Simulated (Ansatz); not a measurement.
`[Cl][K]` + HBr → `[K][Br]` + HCl at 400 K and 1 bar (ligand exchange at a K–Cl bond).

Computed with Ansatz on PBE0-D4/def2-TZVP structures; ΔE is electronic, products minus reactants. CBS: MP2 limit from def2 TZ/QZ plus the TZ coupled-cluster correction, frozen cores. This one scheme is used for every species. For Br, K outer-core shells are correlated without core-valence functions, which leaves a few kJ/mol of doubt a bond. Scalar relativity is left out up to krypton.

```
  species  CCSD(T)/CBS energy (Eh)  H − E (kJ/mol)  S (J/(mol·K))
`[Cl][K]`              -1059.29673            15.2          249.8
      HBr              -2573.91920            27.6          207.2
`[K][Br]`              -3172.84244            15.1          261.4
      HCl               -460.38127            29.6          195.4
```

H − E and S are ideal-gas, rigid-rotor, harmonic terms from PBE0-D4/def2-TZVP. 1 Eh = 2625.50 kJ/mol, R = 8.31446 J/(mol·K).

Problem. By hand: ΔE, ΔH, ΔS and ΔG.

Solution. ΔE = (-3172.84244) + (-460.38127) − (-1059.29673) − (-2573.91920) = -0.00778 Eh = -20.4 kJ/mol. Δ(H − E) = 15.1 + 29.6 − 15.2 − 27.6 = 1.9, so ΔH = -18.5 kJ/mol. ΔS = 261.4 + 195.4 − 249.8 − 207.2 = -0.2 J/(mol·K). ΔG = -18.5 − 400 × (-0.2)/1000 = -18.4 kJ/mol.

Problem. By hand: the equilibrium constant, and the temperature at which ΔG would vanish if ΔH and ΔS stayed fixed.

Solution. log₁₀ K = −ΔG/(RT ln 10) = 2.4. ΔG = 0 at ΔH/ΔS = 92500 K, far beyond where these terms or the molecules hold.

The number of gas molecules stays the same, so ΔS is small and ΔH decides. A doubt of 5 kJ/mol in ΔE shifts log₁₀ K by 0.7 here. These are equilibria of isolated gas molecules and say nothing of rates. Largest T1 diagnostic: 0.006 (customary marks: 0.02 for closed shells, 0.045 for open ones).
